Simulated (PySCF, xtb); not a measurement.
Ni(CO)4 (C4NiO4), SMILES [C-](->[Ni](<-[C-]#[O+])(<-[C-]#[O+])<-[C-]#[O+])#[O+], multiplicity 1.

Harmonic wavenumbers (cm⁻¹) from GFN2-xTB (xtb) at its own minimum, in rising order: 41, 42, 64, 65, 65, 205, 205, 205, 366, 415, 416, 416, 440, 441, 442, 460, 461, 2106, 2106, 2106, 2156.

Problem. What does PBE-D3(BJ)/def2-SVP (PySCF) give at its own minimum? (Estimate from the structure and the level; the computed values follow.)

Solution. 64, 64, 78, 78, 78, 283, 283, 283, 412, 469, 469, 469, 478, 478, 478, 488, 488, 2071, 2071, 2071, 2142. Paired by order, the mean absolute difference is 39 cm⁻¹ and the zero-point energies are 18.9 and 19.7 kcal/mol.
